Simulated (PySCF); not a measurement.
PySCF input file for C5H5Cl, SMILES C#CC/C=C/Cl, TDA-B3LYP/def2-SVPD. Geometry: B3LYP-D3(BJ)/def2-SVP. The structure was generated by enumeration; whether it is a known compound was not checked. Other conformers were not sampled.

```python
import numpy as np
from pyscf import gto, scf, dft, tdscf

mol = gto.M(
    atom='''
    C     3.32647201    0.98282823    0.20695397
    C     2.46498406    0.13794494    0.10815060
    C     1.40589381   -0.86921795    0.00428190
    C     0.04437307   -0.32579696    0.36862604
    C    -0.98973979   -0.34855094   -0.47183434
    Cl   -2.56722733    0.26182936   -0.06619794
    H     4.09243595    1.73029489    0.29040226
    H     1.38686857   -1.28404794   -1.01795830
    H     1.65458273   -1.71344108    0.67445473
    H    -0.07241678    0.10596726    1.36697832
    H    -0.93050507   -0.75311619   -1.48558114
    ''',
    basis='def2-SVPD',
    charge=0,
    spin=0,
    max_memory=1600,
    verbose=4,
)
mf = dft.RKS(mol, xc='b3lyp').density_fit(auxbasis='def2-universal-jkfit')
mf.grids.level = 3
mf.conv_tol = 1e-9
mf.max_cycle = 100
mf.kernel()
mf.grids = dft.Grids(mol).set(level=1).build(with_non0tab=True)  # coarser grid for the response kernel
td = tdscf.TDA(mf)
td.singlet = True
td.nstates = 10
td.conv_tol = 1e-4
td.positive_eig_threshold = 1e-6
td.kernel(x0=td.get_init_guess(mf, 15))
td.analyze()
tt = tdscf.TDA(mf)
tt.singlet = False
tt.nstates = 4
tt.conv_tol = 1e-4
tt.positive_eig_threshold = 1e-6
tt.kernel(x0=tt.get_init_guess(mf, 9))
tt.analyze(verbose=3)
```

Log of the run:

```
PySCF version 2.14.0

[INPUT] verbose = 4
[INPUT] num. atoms = 11
[INPUT] num. electrons = 52
[INPUT] charge = 0
[INPUT] spin (= nelec alpha-beta = 2S) = 0
[INPUT] symmetry False subgroup None
[INPUT] Mole.unit = angstrom
[INPUT] Symbol           X                Y                Z      unit          X                Y                Z       unit  Magmom
[INPUT]  1 C      3.326472010000   0.982828230000   0.206953970000 AA    6.286121059931   1.857276182191   0.391086323691 Bohr   0.0
[INPUT]  2 C      2.464984060000   0.137944940000   0.108150600000 AA    4.658144774818   0.260678156870   0.204375014207 Bohr   0.0
[INPUT]  3 C      1.405893810000  -0.869217950000   0.004281900000 AA    2.656754261121  -1.642583868056   0.008091618293 Bohr   0.0
[INPUT]  4 C      0.044373070000  -0.325796960000   0.368626040000 AA    0.083852949606  -0.615667026616   0.696602257983 Bohr   0.0
[INPUT]  5 C     -0.989739790000  -0.348550940000  -0.471834340000 AA   -1.870337137685  -0.658665817060  -0.891637678765 Bohr   0.0
[INPUT]  6 Cl    -2.567227330000   0.261829360000  -0.066197940000 AA   -4.851356553198   0.494785781770  -0.125095976610 Bohr   0.0
[INPUT]  7 H      4.092435950000   1.730294890000   0.290402260000 AA    7.733583127824   3.269783456834   0.548780737355 Bohr   0.0
[INPUT]  8 H      1.386868570000  -1.284047940000  -1.017958300000 AA    2.620801768067  -2.426498937412  -1.923662393228 Bohr   0.0
[INPUT]  9 H      1.654582730000  -1.713441080000   0.674454730000 AA    3.126708210135  -3.237934371779   1.274534723117 Bohr   0.0
[INPUT] 10 H     -0.072416780000   0.105967260000   1.366978320000 AA   -0.136847881023   0.200249099571   2.583214643018 Bohr   0.0
[INPUT] 11 H     -0.930505070000  -0.753116190000  -1.485581140000 AA   -1.758399739819  -1.423183339076  -2.807341490419 Bohr   0.0

nuclear repulsion = 227.843314369519
number of shells = 71
number of NR pGTOs = 245
number of NR cGTOs = 167
basis = def2-SVPD
ecp = {}


[settings echo left out]
init E= -653.958072559022
  HOMO = -0.286142316772847  LUMO = -0.0740673204901641  gap/eV = 5.77085
cycle= 1 E= -653.354504246013  delta_E= 0.604  |g|= 0.355  |ddm|= 8.04
  HOMO = -0.222443885402689  LUMO = -0.00760958835774783  gap/eV = 5.84594
cycle= 2 E= -653.350461988133  delta_E= 0.00404  |g|= 0.376  |ddm|=  2.2
  HOMO = -0.261230657212943  LUMO = -0.0201456255825865  gap/eV = 6.56026
cycle= 3 E= -653.387204246708  delta_E= -0.0367  |g|= 0.108  |ddm|= 0.838
  HOMO = -0.267510792162214  LUMO = -0.0252624876878551  gap/eV = 6.59191
cycle= 4 E= -653.390112035956  delta_E= -0.00291  |g|= 0.0296  |ddm|= 0.206
  HOMO = -0.266525109276422  LUMO = -0.023950302946262  gap/eV = 6.60080
cycle= 5 E= -653.390325915251  delta_E= -0.000214  |g|= 0.00795  |ddm|= 0.0688
  HOMO = -0.266231077707274  LUMO = -0.0237628978230857  gap/eV = 6.59790
cycle= 6 E= -653.390336171293  delta_E= -1.03e-05  |g|= 0.005  |ddm|= 0.0205
  HOMO = -0.266156612189978  LUMO = -0.0236800796973706  gap/eV = 6.59812
cycle= 7 E= -653.390342331761  delta_E= -6.16e-06  |g|= 0.00111  |ddm|= 0.00785
  HOMO = -0.266238960905151  LUMO = -0.0237499700596926  gap/eV = 6.59846
cycle= 8 E= -653.390342645268  delta_E= -3.14e-07  |g|= 0.000173  |ddm|= 0.00201
  HOMO = -0.266227411108262  LUMO = -0.0237339874180789  gap/eV = 6.59858
cycle= 9 E= -653.390342652638  delta_E= -7.37e-09  |g|= 4.56e-05  |ddm|= 0.000394
  HOMO = -0.266227700877107  LUMO = -0.0237369412959425  gap/eV = 6.59851
cycle= 10 E= -653.390342653119  delta_E= -4.81e-10  |g|= 2.05e-05  |ddm|= 0.000116
  HOMO = -0.266226042140917  LUMO = -0.0237329870788949  gap/eV = 6.59857
Extra cycle  E= -653.390342653009  delta_E= 1.1e-10  |g|= 2.9e-05  |ddm|= 9.15e-05
converged SCF energy = -653.390342653009
tot grids = 44576
Overwritten attributes  positive_eig_threshold  of <class 'pyscf.tdscf.rks.TDA'>


******** <class 'pyscf.tdscf.rks.TDA'> for <class 'pyscf.df.df_jk.DFRKS'> ********
nstates = 10 singlet
deg_eia_thresh = 1.000e-03
wfnsym = None
conv_tol = 0.0001
eigh lindep = 1e-12
eigh level_shift = 0
eigh max_cycle = 100


Excitation energies (eV)
[6.10289705 6.2490028  6.38068764 6.64116595 6.67169773 6.83513653
 6.88002876 6.93513869 7.00521929 7.12601844]

** Singlet excitation energies and oscillator strengths **
Excited State   1:      6.10290 eV    203.16 nm  f=0.0069
      24 -> 27        0.13359
      25 -> 27        0.63023
      25 -> 29        0.14237
      25 -> 30       -0.10480
      25 -> 32        0.11719
      26 -> 27        0.16139
Excited State   2:      6.24900 eV    198.41 nm  f=0.0998
      24 -> 27       -0.52854
      25 -> 27        0.20237
      25 -> 30       -0.17528
      26 -> 27       -0.33172
      26 -> 29       -0.10975
Excited State   3:      6.38069 eV    194.31 nm  f=0.0044
      26 -> 28       -0.65470
      26 -> 29       -0.19255
Excited State   4:      6.64117 eV    186.69 nm  f=0.1128
      24 -> 27        0.32597
      24 -> 30       -0.13251
      26 -> 27       -0.32610
      26 -> 28        0.14530
      26 -> 29       -0.45643
Excited State   5:      6.67170 eV    185.84 nm  f=0.0311
      24 -> 27        0.10072
      24 -> 29        0.21703
      24 -> 30        0.37549
      24 -> 31        0.13442
      25 -> 30       -0.23562
      26 -> 27       -0.19484
      26 -> 30        0.35552
Excited State   6:      6.83514 eV    181.39 nm  f=0.1479
      22 -> 27        0.10485
      24 -> 29       -0.14671
      24 -> 30        0.20750
      24 -> 32       -0.11263
      25 -> 29       -0.27644
      25 -> 30       -0.16899
      25 -> 31       -0.13074
      25 -> 32       -0.10142
      26 -> 27        0.32880
      26 -> 28        0.10359
      26 -> 29       -0.33865
      26 -> 30        0.13902
Excited State   7:      6.88003 eV    180.21 nm  f=0.0069
      23 -> 27        0.36122
      24 -> 29        0.22037
      25 -> 27        0.14893
      25 -> 29       -0.24119
      25 -> 30        0.36928
      25 -> 32       -0.18844
      26 -> 30        0.18376
Excited State   8:      6.93514 eV    178.78 nm  f=0.0067
      23 -> 27       -0.53798
      25 -> 27        0.14181
      25 -> 29       -0.25859
      25 -> 30        0.18440
      25 -> 32       -0.14868
      26 -> 29        0.17430
      26 -> 30        0.10710
Excited State   9:      7.00522 eV    176.99 nm  f=0.0292
      23 -> 27       -0.24323
      24 -> 27       -0.22341
      24 -> 29        0.33937
      24 -> 31        0.11588
      24 -> 32        0.14880
      25 -> 28        0.13570
      25 -> 29        0.17005
      25 -> 30        0.12478
      26 -> 27        0.13271
      26 -> 28        0.10709
      26 -> 29       -0.23837
      26 -> 32        0.20779
Excited State  10:      7.12602 eV    173.99 nm  f=0.0211
      24 -> 28       -0.19325
      24 -> 30       -0.29993
      25 -> 29        0.13253
      26 -> 30        0.49319
      26 -> 31       -0.19506
      26 -> 32        0.16930

** Transition electric dipole moments (AU) **
state          X           Y           Z        Dip. S.      Osc.
  1         0.1998     -0.0385      0.0709      0.0465      0.0069
  2        -0.7954     -0.0582     -0.1267      0.6521      0.0998
  3         0.1554      0.0514     -0.0335      0.0279      0.0044
  4        -0.8078      0.0684     -0.1892      0.6930      0.1128
  5        -0.4043      0.0207     -0.1626      0.1904      0.0311
  6         0.9160     -0.0657      0.1999      0.8833      0.1479
  7        -0.1683     -0.0922     -0.0618      0.0406      0.0069
  8        -0.1636     -0.0120     -0.1115      0.0393      0.0067
  9         0.3460     -0.0870      0.2071      0.1702      0.0292
 10         0.3129     -0.1502     -0.0187      0.1208      0.0211

** Transition velocity dipole moments (imaginary part, AU) **
state          X           Y           Z        Dip. S.      Osc.
  1         0.0216      0.0036     -0.0120      0.0006      0.0019
  2        -0.1064      0.0176      0.0028      0.0116      0.0338
  3         0.0414      0.0619     -0.0302      0.0065      0.0184
  4        -0.1088      0.0067      0.0059      0.0119      0.0326
  5        -0.0506      0.0032      0.0018      0.0026      0.0070
  6         0.1304     -0.0081     -0.0188      0.0174      0.0462
  7        -0.0172     -0.0032     -0.0028      0.0003      0.0008
  8        -0.0207      0.0056     -0.0060      0.0005      0.0013
  9         0.0550      0.0101      0.0045      0.0031      0.0082
 10         0.0442     -0.0361     -0.0278      0.0040      0.0103

** Transition magnetic dipole moments (imaginary part, AU) **
state          X           Y           Z
  1        -0.0059      0.0555     -0.1325
  2        -0.0088      0.0903      0.1663
  3         0.0832      0.0267      0.3002
  4         0.0345     -0.1780      0.1759
  5         0.1497      0.0208      0.2112
  6        -0.0685      0.1407     -0.1312
  7        -0.3581      0.0116      0.0558
  8         0.4161     -0.2602     -0.0938
  9         0.2470      0.2204      0.0190
 10         0.3018     -0.1597      0.1046


******** <class 'pyscf.tdscf.rks.TDA'> for <class 'pyscf.df.df_jk.DFRKS'> ********
nstates = 4 triplet
deg_eia_thresh = 1.000e-03
wfnsym = None
conv_tol = 0.0001
eigh lindep = 1e-12
eigh level_shift = 0
eigh max_cycle = 100


Excitation energies (eV)
[4.12227913 5.30666127 5.71547356 5.77510489]

** Triplet excitation energies and oscillator strengths **
Excited State   1:      4.12228 eV    300.77 nm  f=0.0000
Excited State   2:      5.30666 eV    233.64 nm  f=0.0000
Excited State   3:      5.71547 eV    216.93 nm  f=0.0000
Excited State   4:      5.77510 eV    214.69 nm  f=0.0000
```

Self-consistency was reached.
